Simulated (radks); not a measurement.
Species: Pm2+. Configuration: [Xe] 4f3 6p2 (not the ground configuration). All-electron calculation, scalar-relativistic Kohn-Sham, LDA (Slater exchange, Perdew-Wang correlation), spin-unpolarised, spherical densities, point nucleus. Program: a radial shooting solver on a logarithmic mesh with Libxc functionals.

Normalised radial functions P(r) = r R(r), r in bohr:

| r | 4s | 5s | 4f |
|---|---|---|---|
| 0.001111 | 0.1027 | 0.0446 | 0.0000 |
| 0.001294 | 0.1163 | 0.0504 | 0.0000 |
| 0.001506 | 0.1313 | 0.0570 | 0.0000 |
| 0.001754 | 0.1480 | 0.0642 | 0.0000 |
| 0.002041 | 0.1662 | 0.0721 | 0.0000 |
| 0.002377 | 0.1861 | 0.0807 | 0.0000 |
| 0.002767 | 0.2076 | 0.0900 | 0.0000 |
| 0.003221 | 0.2304 | 0.0999 | 0.0000 |
| 0.00375 | 0.2543 | 0.1103 | 0.0000 |
| 0.004365 | 0.2788 | 0.1209 | 0.0000 |
| 0.005082 | 0.3032 | 0.1315 | 0.0000 |
| 0.005916 | 0.3265 | 0.1416 | 0.0000 |
| 0.006887 | 0.3474 | 0.1506 | 0.0000 |
| 0.008018 | 0.3642 | 0.1579 | 0.0000 |
| 0.009334 | 0.3749 | 0.1625 | 0.0000 |
| 0.01087 | 0.3767 | 0.1632 | 0.0000 |
| 0.01265 | 0.3669 | 0.1589 | 0.0001 |
| 0.01473 | 0.3422 | 0.1481 | 0.0001 |
| 0.01714 | 0.2994 | 0.1295 | 0.0002 |
| 0.01996 | 0.2357 | 0.1017 | 0.0003 |
| 0.02324 | 0.1493 | 0.0641 | 0.0005 |
| 0.02705 | 0.0403 | 0.0168 | 0.0009 |
| 0.03149 | -0.0882 | -0.0391 | 0.0015 |
| 0.03666 | -0.2292 | -0.1003 | 0.0026 |
| 0.04268 | -0.3708 | -0.1615 | 0.0043 |
| 0.04968 | -0.4956 | -0.2153 | 0.0072 |
| 0.05784 | -0.5817 | -0.2518 | 0.0118 |
| 0.06733 | -0.6049 | -0.2606 | 0.0191 |
| 0.07839 | -0.5434 | -0.2321 | 0.0304 |
| 0.09126 | -0.3843 | -0.1607 | 0.0474 |
| 0.1071 | -0.1161 | -0.0420 | 0.0743 |
| 0.1247 | 0.2044 | 0.0982 | 0.1111 |
| 0.1451 | 0.5327 | 0.2391 | 0.1620 |
| 0.169 | 0.7924 | 0.3456 | 0.2300 |
| 0.1967 | 0.9022 | 0.3806 | 0.3171 |
| 0.229 | 0.8002 | 0.3170 | 0.4234 |
| 0.2666 | 0.4707 | 0.1513 | 0.5464 |
| 0.3103 | -0.0393 | -0.0871 | 0.6793 |
| 0.3613 | -0.6226 | -0.3364 | 0.8118 |
| 0.4206 | -1.1397 | -0.5163 | 0.9299 |
| 0.4896 | -1.4662 | -0.5545 | 1.0190 |
| 0.57 | -1.5389 | -0.4155 | 1.0666 |
| 0.6636 | -1.3773 | -0.1191 | 1.0662 |
| 0.7725 | -1.0676 | 0.2637 | 1.0183 |
| 0.8994 | -0.7191 | 0.6351 | 0.9294 |
| 1.047 | -0.4193 | 0.9046 | 0.8105 |
| 1.219 | -0.2096 | 1.0182 | 0.6742 |
| 1.419 | -0.0886 | 0.9719 | 0.5336 |
| 1.652 | -0.0311 | 0.8060 | 0.3998 |
| 1.923 | -0.0088 | 0.5847 | 0.2818 |
| 2.239 | -0.0020 | 0.3704 | 0.1854 |
| 2.606 | -0.0003 | 0.2034 | 0.1128 |
| 3.034 | 0.0000 | 0.0958 | 0.0629 |
| 3.532 | 0.0000 | 0.0380 | 0.0317 |
| 4.112 | 0.0000 | 0.0124 | 0.0142 |
| 4.787 | 0.0000 | 0.0032 | 0.0055 |
| 5.573 | 0.0000 | 0.0007 | 0.0018 |
| 6.488 | 0.0000 | 0.0001 | 0.0005 |
| 7.553 | 0.0000 | 0.0000 | 0.0001 |
| 8.793 | 0.0000 | 0.0000 | 0.0000 |
| 10.24 | 0.0000 | 0.0000 | 0.0000 |
| 11.92 | 0.0000 | 0.0000 | 0.0000 |

4s: eigenvalue -353.44 eV, 3 radial nodes at r = 0.0284, 0.113, 0.307 bohr, <r> = 0.591 bohr, 90 % of the charge inside 0.849 bohr. 5s: eigenvalue -69.846 eV, 4 radial nodes at r = 0.0284, 0.112, 0.295, 0.697 bohr, <r> = 1.37 bohr, 90 % of the charge inside 1.96 bohr. 4f: eigenvalue -35.514 eV, 0 radial nodes, <r> = 0.877 bohr, 90 % of the charge inside 1.46 bohr.
